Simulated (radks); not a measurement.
Excited configurations of N4+: one electron is placed in a higher orbital outside [He]. The ground configuration is [He] 2s1. Calculated with a radial shooting solver on a logarithmic mesh with Libxc functionals: non-relativistic Kohn-Sham, r2SCAN, spin-unpolarised, spherical densities, point nucleus; meta-GGA in the generalised Kohn-Sham scheme; without spin polarisation the odd electron is poorly described. Excitation = E - E(ground); binding = E(ion) - E, where the ion is the core of charge +5; n* = 5/sqrt(2 binding) in atomic units, and the quantum defect is n - n*.

outer orbital  excitation (eV)  binding (eV)     n*  quantum defect  eigenvalue (eV)  <r> (bohr)
2p                      11.224        84.354  2.008          -0.008          -74.658      0.9822
4s                      73.026        22.552  3.884           0.116          -20.747       4.510
4p                      74.174        21.404  3.986           0.014          -19.576       4.533
5d                      82.201        13.377  5.042          -0.042          -12.181       6.984
5f                      82.223        13.356  5.047          -0.047          -11.995       6.401
6d                      86.242         9.336  6.036          -0.036           -8.549       10.31
6f                      86.233         9.346  6.033          -0.033           -8.478       9.712
7s                      88.357         7.221  6.863           0.137           -6.682       14.19

The Delta-SCF ionisation energy is 95.578 eV (NIST Atomic Spectra Database: 97.890 eV, measured). Self-interaction in the functional shifts the binding energies and quantum defects, so they are the method's values and not measured ones. Spin polarisation and multiplet splitting are left out, so open shells lie too high by an amount that depends on their filling.
